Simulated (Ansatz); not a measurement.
`[OH][Sc]([Cl])[Cl]` + `O[SiH3]` → `[SiH3][O][Sc]([Cl])[Cl]` + H₂O  (ligand exchange at the Sc–O bond)

Program: Ansatz. Geometries: PBE0-D4/def2-TZVP. ΔE: electronic, gas phase. CBS: MP2 limit from def2 TZ/QZ plus the TZ coupled-cluster correction, frozen cores. This one scheme is used for every species. For Sc outer-core shells are correlated without core-valence functions, which leaves a few kJ/mol of doubt a bond. Scalar relativity is left out up to krypton. Each species was taken in one conformer, which may not be the lowest.

```
                  species  HF/def2-QZVPP energy (Eh)
     `[OH][Sc]([Cl])[Cl]`                -1754.57362
                `O[SiH3]`                 -366.22391
`[SiH3][O][Sc]([Cl])[Cl]`                -2044.74046
                      H₂O                  -76.06663
```

Work out ΔE.

ΔE = (-2044.74046) + (-76.06663) − (-1754.57362) − (-366.22391) = -0.00956 Eh = -6.0 kcal/mol. CCSD(T)/CBS gives -6.8 kcal/mol.

Largest T1 diagnostic among the species: 0.015.

Leaving LDA and LC-ωPBE aside and taking each functional with its dispersion term where it has one, the values, not all of them listed here, spread over 1.4 kcal/mol, from BHLYP-D4 to ωB97M-V. The D4 term adds −1.1 kcal/mol with B3LYP and −0.7 kcal/mol with PBE0; it sums over pairs of atoms, weighted by their polarisabilities, and B3LYP, whose exchange is more repulsive, gets the larger term.

B3LYP here is the variant with VWN-RPA as its local correlation; programs differ in this.
